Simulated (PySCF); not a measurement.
# Computed structure and properties of BiBr3

System: BiBr3 (singlet); start: displaced along the imaginary mode (C3v). Method: PySCF 2.14.0, RKS BP86, Bi def2-SVP with ECP60, Br def2-SVP; non-relativistic Hamiltonian with scalar-relativistic core potentials where named; density fitting; no spin-orbit coupling.

Input of the relaxation:

```python
mol = gto.M(atom='''
Bi    -0.00000    -0.00000     0.25000
Br     2.71089     0.00002    -0.22067
Br    -1.35546     2.34769    -0.22067
Br    -1.35543    -2.34771    -0.22067''',
    basis={'Bi': 'def2-SVP', 'Br': 'def2-SVP'},
    ecp={'Bi': 'def2-SVP'},
    charge=0, spin=0)
mf = dft.RKS(mol, xc='B88,P86')
mf.grids.atom_grid = (50, 194)
mf = mf.density_fit()  # fitting sets: Bi def2-universal-JKFIT, Br def2-universal-JKFIT
mf.conv_tol = 1e-08; mf.max_cycle = 55
mf.kernel(dm0)  # dm0: converged density of the start geometry
# quasi-Newton relaxation in Cartesian coordinates to a largest gradient under 0.00045 Eh/bohr, steps kept in the point group
```

Run from Python with OMP_NUM_THREADS=2; the lines above give its settings. Where DIIS fails, smearing, a level shift and second-order steps follow.
It took 30 s on 2 threads of Intel(R) Xeon(R) Platinum 8488C (Sapphire Rapids) (shared host), from the converged density of the start.

Course of the relaxation:

| step | energy above end (eV) | largest force component within the symmetry (eV/Å) |
| --- | --- | --- |
| 0 | 0.5739 | 0.575 |
| 1 | 0.3680 | 0.748 |
| 2 | 0.0992 | 0.617 |
| 3 | 0.0062 | 0.336 |
| 4 | 0.0052 | 0.233 |
| 5 | 0.0000 | 0.003 |

Relaxed geometry (C3v):

```xyz
4

Bi    0.0000    0.0000    0.7888
Br    2.3592    0.0000   -0.4003
Br   -1.1796    2.0431   -0.4003
Br   -1.1796   -2.0431   -0.4003
```

```
     contact      Å
Bi1–Br2 (Br)  2.642
Bi1–Br3 (Br)  2.642
Bi1–Br4 (Br)  2.642
```

On the finer grid (75, 302):

The HOMO is -7.10 eV, the LUMO is -3.74 eV and the dipole about the centre of mass is 3.25 D. The set of Mulliken populations of Bi1 outside the core potential is s 3.91, p 8.13, d 10.19 and the D3(BJ) dispersion energy (not in the energies) is -0.415 eV.

```
atom  Mulliken (e)  Löwdin (e)  spin (e)
 Bi1          0.76        0.46      0.00
 Br2         -0.25       -0.15      0.00
 Br3         -0.25       -0.15      0.00
 Br4         -0.25       -0.15      0.00
```

On the grid (50, 194), as all that follows. Harmonic modes: a minimum within the noise of the softest modes; lowest 57 cm⁻¹ (negative: unstable), highest 216 cm⁻¹, zero-point energy 0.051 eV.

Taking off one Br (charge -1, singlet; the rest: singlet) in vacuum, both parts rigid, costs 8.05 eV; the small basis without counterpoise inflates it. Most of it is the attraction of opposite charges; other ways to part are cheaper, and one spin state was tried for the rest.

Rigid scan of Br along the line from its metal:

(distance to Br2 (Å), energy (eV)): (2.34, 0.648), (2.44, 0.250), (2.54, 0.054), (2.64, 0.000), (2.74, 0.041), (2.84, 0.145), (3.04, 0.457), (3.34, 0.999), (3.74, 1.641), (4.24, 2.214)

One start shape was tried, so this needn't be the lowest isomer.
